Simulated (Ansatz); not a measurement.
Ansatz (a quantum-chemistry and plane-wave program) input (CCSD(T)/aug-cc-pV(D+d)Z):
A basis named .json is the Basis Set Exchange file of that set.

Ansatz 0.2 input:
```yaml
crystal:
  periodic: [false, false, false]
  atoms:
    - {symbol: Si, position_ang: [1.35560554, -0.04301608, 0.06364557]}
    - {symbol: Si, position_ang: [-1.02163773, 0.03757317, -0.06413601]}
    - {symbol: H, position_ang: [-1.62000933, 1.38029313, -0.29021330]}
    - {symbol: H, position_ang: [-1.39716893, -0.39628784, 1.31666715]}
    - {symbol: H, position_ang: [-1.65837119, -0.90780453, -1.01958768]}
basis:
  gaussian:
    orbitals: aug-cc-pV_D+d_Z.json
magnetization: {spin_polarized: true, initial_magnetization: 1}
correlation: {method: ccsd_t, electrons: outside_noble_gas}
output: {forces: true}
```

Output:

```
Functional definition: HF
integrals: 0.17 GiB planned
945 factors; integrals over basis functions are off by at most 8.3e-4 eV
mean field: 0.25 GiB planned
mean field evaluation 1: about -15768.6042 eV, gradient 9.0e0 eV
mean field evaluation 2: about -15768.6039 eV, gradient 9.0e0 eV
mean field evaluation 4: about -15769.9789 eV, gradient 1.2e0 eV
mean field evaluation 8: about -15770.0106 eV, gradient 5.1e-2 eV
mean field evaluation 16: about -15769.9420 eV, gradient 1.1e0 eV
mean field evaluation 32: about -15770.0107 eV, gradient 3.4e-2 eV
mean field evaluation 64: about -15769.9348 eV, gradient 3.7e-1 eV
mean field evaluation 96: about -15770.0071 eV, gradient 1.2e0 eV
mean field evaluation 128: about -15769.9095 eV, gradient 6.3e-3 eV
mean field evaluation 160: about -15768.7109 eV, gradient 4.1e-3 eV
mean field evaluation 192: about -15767.5345 eV, gradient 5.4e-1 eV
mean field evaluation 224: about -15768.6599 eV, gradient 4.1e-2 eV
mean field evaluation 256: about -15768.7109 eV, gradient 7.9e-3 eV
mean field evaluation 288: about -15767.3358 eV, gradient 8.5e-4 eV
mean field evaluation 320: about -15768.7065 eV, gradient 4.3e-1 eV
mean field evaluation 352: about -15767.3510 eV, gradient 4.8e-1 eV
mean field evaluation 384: about -15770.0102 eV, gradient 1.1e-1 eV
mean field evaluation 416: about -15768.6363 eV, gradient 1.6e-1 eV
mean field evaluation 448: about -15767.5555 eV, gradient 1.0e-3 eV
mean field evaluation 480: about -15768.6600 eV, gradient 3.1e-4 eV
mean field -15770.03698127 eV, -579.5381697467 hartree, gradient 1.2e-6 eV, S^2 0.987385; 17 other end points of the search recorded, 0 dependent functions left out
determinant -15770.03698127 eV, -579.5381697467 hartree, with singles and doubles -15775.92345880 eV, -579.7544938061 hartree
determinant -15770.02533575 eV, -579.5377417818 hartree, with singles and doubles -15775.92584920 eV, -579.7545816516 hartree
determinant -15769.90947610 eV, -579.5334840183 hartree, with singles and doubles -15775.85403086 eV, -579.7519423762 hartree
determinant -15768.71092764 eV, -579.4894381747 hartree, with singles and doubles -15774.31703295 eV, -579.6954587448 hartree
determinant -15768.65998280 eV, -579.4875659863 hartree, with singles and doubles -15774.33662944 eV, -579.6961789024 hartree
determinant -15768.63360788 eV, -579.4865967260 hartree, with singles and doubles -15774.32215698 eV, -579.6956470496 hartree
determinant -15767.55554128 eV, -579.4469785090 hartree, with singles and doubles -15773.56535568 eV, -579.6678351147 hartree
determinant -15767.33575393 eV, -579.4389014729 hartree, with singles and doubles -15773.34843769 eV, -579.6598635256 hartree
determinant -15770.03698127 eV, -579.5381697467 hartree, with singles and doubles -15775.92915084 eV, -579.7547029844 hartree
determinant -15770.02533575 eV, -579.5377417818 hartree, with singles and doubles -15775.92975314 eV, -579.7547251186 hartree
determinant -15769.90947610 eV, -579.5334840183 hartree, with singles and doubles -15775.83440560 eV, -579.7512211612 hartree
10 core orbitals not correlated
reference -15770.02533575 eV, -579.5377417818 hartree; 6, 5 occupied and 75, 76 virtual orbitals, 945 factors
densities: 0.77 GiB planned
second order -4.54010621 eV of doubles, -0.00000000 eV of singles
coupled cluster: 0.50 GiB planned
cycle   1  -5.90441582 eV  change    1.6e-6 eV  update   3.7e-6
cycle   2  -5.90441408 eV  change    1.7e-6 eV  update   2.6e-6
cycle   3  -5.90441340 eV  change    6.8e-7 eV  update   1.3e-6
cycle   4  -5.90441341 eV  change   -1.4e-8 eV  update   7.5e-7
cycle   5  -5.90441332 eV  change    8.6e-8 eV  update   4.9e-7
cycle   6  -5.90441318 eV  change    1.4e-7 eV  update   3.7e-7
cycle   7  -5.90441293 eV  change    2.5e-7 eV  update   2.7e-7
cycle   8  -5.90441270 eV  change    2.3e-7 eV  update   2.0e-7
cycle   9  -5.90441256 eV  change    1.4e-7 eV  update   1.3e-7
cycle  10  -5.90441247 eV  change    9.1e-8 eV  update   8.6e-8
cycle  11  -5.90441240 eV  change    6.7e-8 eV  update   6.1e-8
cycle  12  -5.90441238 eV  change    2.8e-8 eV  update   4.6e-8
cycle  13  -5.90441236 eV  change    1.1e-8 eV  update   3.5e-8
cycle  14  -5.90441235 eV  change    1.9e-8 eV  update   2.8e-8
coupled cluster: 0.50 GiB planned
perturbative correction -0.18387675 eV, -0.0067573459 hartree
the calculation of the forces begins
densities: 1.06 GiB planned
the multipliers restart with 30 DIIS vectors
Total energy: -15776.11362485 eV, -579.7614822793 hartree
Atom 0 at     1.355606    -0.043016     0.063646 Å, force     0.209559    -0.004273     0.002383 eV/Å
Atom 1 at    -1.021638     0.037573    -0.064136 Å, force    -0.117337     0.009395    -0.023302 eV/Å
Atom 2 at    -1.620009     1.380293    -0.290213 Å, force    -0.029747     0.114171    -0.021431 eV/Å
Atom 3 at    -1.397169    -0.396288     1.316667 Å, force    -0.029478    -0.039542     0.125596 eV/Å
Atom 4 at    -1.658371    -0.907805    -1.019588 Å, force    -0.032998    -0.079751    -0.083247 eV/Å
Dipole moment:     0.060597     0.014233    -0.047838 e Å
```

It need not be the lowest isomer of its formula.

The determinant is spin-contaminated: <S^2> is 0.96 against 0.75 for a pure state.
